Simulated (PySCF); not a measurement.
# input.py for K³⁺

Input:

```python
from pyscf import gto, scf, cc

mol = gto.M(
    atom='K 0 0 0',
    basis='sapporo-dkh3-dzp-2012',
    charge=3,
    spin=2,
    symmetry=True,
    verbose=3,
)
mf = scf.UHF(mol)
mf = mf.sfx2c1e()
mf.kernel()
mycc = cc.CCSD(mf)
mycc.kernel()
e = mycc.eaccsd(nroots=4)[0]
print('roots (eV) =', (e*27.211386).round(3))
mf.dip_moment()
print('orbital energies (hartree):', [e[max(0, n-3):n+3].round(4) for e, n in zip(mf.mo_energy, mol.nelec)])
```

```bash
$ OMP_NUM_THREADS=1 python input.py
```

The log:

```
converged SCF energy = -598.539953590079  <S^2> = 2.0005213  2S+1 = 3.0003475
E(UCCSD) = -598.6934611573099  E_corr = -0.1535075672306428
roots (eV) = [-45.183 -45.183 -41.437 -24.584]
Dipole moment(X, Y, Z, Debye): -0.00000,  0.00000,  0.00000
orbital energies (hartree): [array([-2.3846, -2.3846, -2.2979, -0.678 , -0.6771, -0.6578]), array([-13.0355,  -2.8805,  -2.2085,  -1.5995,  -1.5995,  -0.6629])]
```

In short: E(SCF) = -598.539954 Eh, E(CCSD) − E(SCF) = -0.15351 Eh, ⟨S²⟩ = 2.001, attachment roots -45.183, -45.183, -41.437, -24.584 eV.

It ran on Intel Xeon Platinum 8488C (1 thread, shared host) in 1.5 s, peak memory 0.13 GiB.

Positive EA roots mean that the added electron is unbound. No search for the lowest solution was made.
